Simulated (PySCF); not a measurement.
How the method moves the HOMO and LUMO of TMS-CClF2

TMS-CClF2, C₄H₉ClF₂Si.
Cartesian coordinates in Å at the PBE0-D3(BJ)/def2-SVP level; atoms count from 1:
```
atom  x, y, z in Å
C1    -0.1085   -0.6504   -1.7900
Si2    0.0080   -0.1195   -0.0009
C3    -1.3451   -0.8687    1.0551
C4     1.7059   -0.3983    0.7326
C5    -0.3091    1.7902    0.0343
F6    -0.2737    2.2772    1.2883
F7    -1.5158    2.1074   -0.4713
Cl8    0.9332    2.6691   -0.9276
H9    -1.0922   -0.3921   -2.2111
H10    0.0256   -1.7400   -1.8802
H11    0.6656   -0.1566   -2.3962
H12   -2.3413   -0.6008    0.6714
H13   -1.2704   -0.5121    2.0939
H14   -1.2667   -1.9674    1.0663
H15    1.9531   -1.4717    0.7403
H16    2.4756    0.1282    0.1486
H17    1.7497   -0.0309    1.7694
```

Basis pcSseg-1 throughout (PySCF), one geometry. Isolated species at its PBE0-D3(BJ)/def2-SVP geometry, gas phase.

**Question.** How do the orbital energies, the gap and the dipole change with the method?

**Answer.** 
```tsv
method	kind	HOMO (eV)	LUMO (eV)	gap (eV)	μ (D)	SCF cycles
BLYP	GGA	-6.92	-0.35	6.57	2.71	14
B97-D	GGA	-7.08	-0.41	6.67	2.79	14
KT2	GGA	-7.18	-0.57	6.61	2.81	14
KT3	GGA	-7.18	-0.50	6.68	2.77	15
LDA	LDA	-7.19	-0.73	6.46	2.82	13
PBE0	global hybrid	-8.49	0.59	9.08	2.93	12
CAM-B3LYP	range-separated hybrid	-9.88	1.76	11.64	2.93	12
wB97X-D	range-separated hybrid	-10.41	2.39	12.80	2.98	13
```

The HOMO spans 3.49 eV, from BLYP down to wB97X-D, and the gap runs from 6.46 eV (LDA) to 12.80 eV (wB97X-D). The dipole ranges from 2.71 D (BLYP) to 2.98 D (wB97X-D). This basis has no diffuse functions.

The vertical ΔSCF ionisation energy at CAM-B3LYP/def2-SVPD is 10.71 eV; −ε(HOMO) comes closest to it with wB97X-D (10.41 eV).
